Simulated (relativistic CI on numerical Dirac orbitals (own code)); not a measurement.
## Radial parameters of Ge28+

These numbers are calculated, not measured: Dirac-Coulomb-Breit CI, orbitals from a KLI potential per configuration, QED by a radiative potential, unscaled Slater integrals (own radial code, finite nucleus).

Slater integrals F^k, G^k are unscaled and averaged over j, outside the closed core 1s2; ζ comes from projecting the Hamiltonian with its Breit term on Σ l·s of the shell.

- 2s 2p: G^1(2s,2p) = 608350, ζ(2p) = 204810 cm⁻¹; <r>(2s) = 0.1931, <r^2>(2s) = 0.04365, <r>(2p) = 0.1652, <r^2>(2p) = 0.0329 (bohr units).
- 2p2: F^2(2p,2p) = 578220, ζ(2p) = 203220 cm⁻¹; <r>(2p) = 0.1655, <r^2>(2p) = 0.03304 (bohr units).
- 2p 3s: ζ(2p) = 208920, G^1(2p,3s) = 61889 cm⁻¹; <r>(2p) = 0.1642, <r^2>(2p) = 0.03254, <r>(3s) = 0.445, <r^2>(3s) = 0.225 (bohr units).

Averages of the first 10 configurations, taken without configuration mixing, which lowers the lowest level and can move excited configurations by several eV; other configurations of the list can lie among them:

```csv
Configuration,Parity,States,Average energy above the lowest level (eV)
2s2,even,1,8.4
2s 2p,odd,12,92.5
2p2,even,15,201.5
2p 3s,odd,12,1832.4
2p 3p,even,36,1861.5
2s 3s,even,4,1740.5
2s 3p,odd,12,1771.5
2s 3d,even,20,1792.4
2s 4s,even,4,2333.3
2s 4p,odd,12,2346.0
```
